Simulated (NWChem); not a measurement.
Program: NWChem. System: PbS, charge -1, spin multiplicity 2, at the geometry of a parent with another charge or spin, in a state set for the comparison that need not be this species' ground state. Its SCF solution wasn't tested for a lower state. Level: UCAM-B3LYP/def2-TZVPD with def2 effective core potentials on Pb.

Output (cleaned and shortened):

```
             Northwest Computational Chemistry Package (NWChem) 7.3.0
             --------------------------------------------------------

                                NWChem Input Module
                                -------------------

 Scaling coordinates for geometry "geometry" by  1.889725989
 (inverse scale =  0.529177249)

 Turning off AUTOSYM since
 SYMMETRY directive was detected!

                             Geometry "geometry" -> ""
                             -------------------------

 Output coordinates in angstroms (scale by  1.889725989 to convert to a.u.)

  No.       Tag          Charge          X              Y              Z
 ---- ---------------- ---------- -------------- -------------- --------------
    1 Pb                  82.0000     0.00000000     0.00000000     0.38215800
    2 S                   16.0000     0.00000000     0.00000000    -1.95856000

 Effective nuclear repulsion energy (a.u.)     296.6100789107

            Nuclear Dipole moment (a.u.)
            ----------------------------
        X                 Y               Z
 ---------------- ---------------- ----------------
     0.0000000000     0.0000000000    -0.0000075589

      Symmetry information
      --------------------

 Group name             C2v
 Group number             16
 Group order               4
 No. of unique centers     2

      Symmetry unique atoms

     1    2


 Summary of "ao basis" -> "" (spherical)
 ------------------------------------------------------------------------------
       Tag                 Description            Shells   Functions and Types
 ---------------- ------------------------------  ------  ---------------------
 *                         def2-tzvpd                 on all atoms

                                 NWChem DFT Module
                                 -----------------

 Summary of "ao basis" -> "ao basis" (spherical)
 ------------------------------------------------------------------------------
       Tag                 Description            Shells   Functions and Types
 ---------------- ------------------------------  ------  ---------------------
 Pb                        def2-tzvpd               18       56   7s5p4d2f
 S                         def2-tzvpd               16       46   6s6p3d1f

 Summary of "ao basis" -> "ao basis" (spherical)
 ------------------------------------------------------------------------------
       Tag                 Description            Shells   Functions and Types
[...]
   Bfn.  Coefficient  Atom+Function         Bfn.  Coefficient  Atom+Function
  ----- ------------  ---------------      ----- ------------  ---------------
    62     -4.343718  2 S  s                  7      4.144383  1 Pb s
    22     -1.873808  1 Pb pz                80     -1.652624  2 S  pz
    77     -0.681951  2 S  pz                19     -0.522654  1 Pb pz
     6      0.482718  1 Pb s                 40      0.459942  1 Pb d  0
    93     -0.272846  2 S  d  0              35      0.254327  1 Pb d  0

   alpha - beta orbital overlaps
   -----------------------------

   alpha      1      2      3      4      5      6      7      8      9     10
    beta      1      2      3      4      5      6      7      9      8     10
 overlap   1.000  1.000  1.000  1.000  1.000  1.000  1.000  1.000  1.000  1.000

   alpha     11     12     13     14     15     16     17     18     19     20
    beta     12     11     13     14     15     16     19     17     18     21
 overlap   1.000  1.000  1.000  1.000  1.000  0.999  0.996  0.999  1.000  0.966

   alpha     21     22     23     24     25     26     27     28     29     30
    beta     20     22     23     24     25     26     27     28     30     29
 overlap   0.999  0.999  0.998  1.000  0.985  0.988  1.000  0.987  0.982  1.000

   alpha     31     32     33     34     35     36     37     38     39     40
    beta     31     32     33     34     35     36     37     38     39     40
 overlap   0.999  1.000  0.989  0.999  0.999  1.000  1.000  1.000  0.997  0.988

   alpha     41     42     43     44     45     46     47     48     49     50
    beta     42     41     44     45     43     46     47     48     49     50
 overlap   0.999  0.971  0.982  0.999  1.000  1.000  1.000  0.999  0.999  1.000

   alpha     51     52     53     54     55     56     57     58     59     60
    beta     51     52     53     54     55     56     58     57     59     60
 overlap   0.998  1.000  0.999  1.000  1.000  1.000  1.000  0.999  1.000  1.000

   alpha     61     62     63     64     65     66     67     68     69     70
    beta     61     62     63     64     65     66     67     68     69     70
 overlap   1.000  1.000  1.000  1.000  0.995  1.000  0.994  1.000  1.000  1.000

   alpha     71     72     73     74     75     76     77     78     79     80
    beta     72     71     73     74     75     77     76     78     79     80
 overlap   1.000  0.999  1.000  1.000  0.998  1.000  1.000  1.000  0.999  1.000

   alpha     81     82     83     84     85     86     87     88     89     90
    beta     81     82     83     84     85     86     88     87     89     90
 overlap   1.000  1.000  1.000  1.000  1.000  1.000  1.000  1.000  1.000  1.000

   alpha     91     92     93     94     95     96     97     98     99    100
    beta     91     92     93     94     95     96     97     98     99    100
 overlap   1.000  1.000  1.000  1.000  1.000  1.000  1.000  1.000  1.000  1.000

   alpha    101    102
    beta    101    102
 overlap   1.000  1.000

     --------------------------
     Expectation value of S2:
     --------------------------
      <S2> =      0.7542 (Exact =     0.7500)

 center of mass
 --------------
 x =   0.00000000 y =   0.00000000 z =   0.13278719

 moments of inertia (a.u.)
 ------------------
         542.204032783660           0.000000000000           0.000000000000
           0.000000000000         542.204032783660           0.000000000000
           0.000000000000           0.000000000000           0.000000000000

     Multipole analysis of the density
     ---------------------------------

     L   x y z        total         alpha         beta         nuclear
     -   - - -        -----         -----         ----         -------
     0   0 0 0     -1.000000    -20.000000    -19.000000     38.000000

     1   1 0 0     -0.000000     -0.000000     -0.000000      0.000000
     1   0 1 0     -0.000000     -0.000000     -0.000000      0.000000
     1   0 0 1      2.010025     22.322525     23.017942    -43.330442

     2   2 0 0    -39.943754    -24.381138    -15.562617      0.000000
     2   1 1 0     -0.000000     -0.000000      0.000000      0.000000
     2   1 0 1     -0.000000     -0.000000     -0.000000      0.000000
     2   0 2 0    -34.451740    -18.628300    -15.823439      0.000000
     2   0 1 1      0.000000     -0.000000      0.000000      0.000000
     2   0 0 2    -48.612160   -143.012649   -136.248487    230.648975

 Task  times  cpu:       95.4s     wall:       95.4s

 Total times  cpu:       95.5s     wall:       95.5s
```

**Question.** Write an NWChem input that would produce this output.

**Answer.** Several could match; the one computed here: 
```
start mol
memory heap 200 mb stack 900 mb global 1100 mb
charge -1
geometry units angstroms nocenter noautoz
  Pb     0.000000     0.000000     0.382158
  S      0.000000     0.000000    -1.958560
  symmetry group C2v
end
basis spherical
  * library def2-tzvpd
end
ecp
  Pb library def2-ecp
end
dft
  xc xcamb88 1.00 lyp 0.81 vwn_5 0.19 hfexch 1.00
  cam 0.33 cam_alpha 0.19 cam_beta 0.46
  odft
  mult 2
  direct
  iterations 100
end
task dft energy
```
